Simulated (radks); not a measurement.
Results of a calculation; reference values are marked as such.
All-electron atom: Ar in [Ne] 3s1.75 3p6 4s0.25 (fractional occupations, a model configuration). Level of theory: Dirac Kohn-Sham, PBE, spin-unpolarised, spherical densities, finite nucleus; Fermi nuclear charge, rms radius 3.4274 fm (a radial shooting solver on a logarithmic mesh with Libxc functionals).

Radial electron density D(r) = 4 pi r^2 rho(r):

r (bohr),D(r) (e/bohr)
0.01011,3.546
0.01348,5.560
0.01783,8.285
0.02379,11.85
0.03172,15.81
0.04231,19.27
0.05598,20.92
0.07467,19.95
0.09959,16.94
0.1328,14.66
0.1758,15.82
0.2344,19.60
0.3126,20.89
0.417,16.05
0.5517,8.648
0.7359,4.596
0.9815,5.074
1.309,5.614
1.732,4.004
2.31,1.769
3.081,0.5028
4.11,0.1155
5.438,0.04787
7.252,0.03031
9.673,0.01399
12.9,0.003630
17.07,0.0004594

D(r) has 3 maxima, at r = 0.0587, 0.291, 1.22 bohr, and minima at 0.140, 0.797 bohr, inside which lie 2.17, 10.35 electrons.
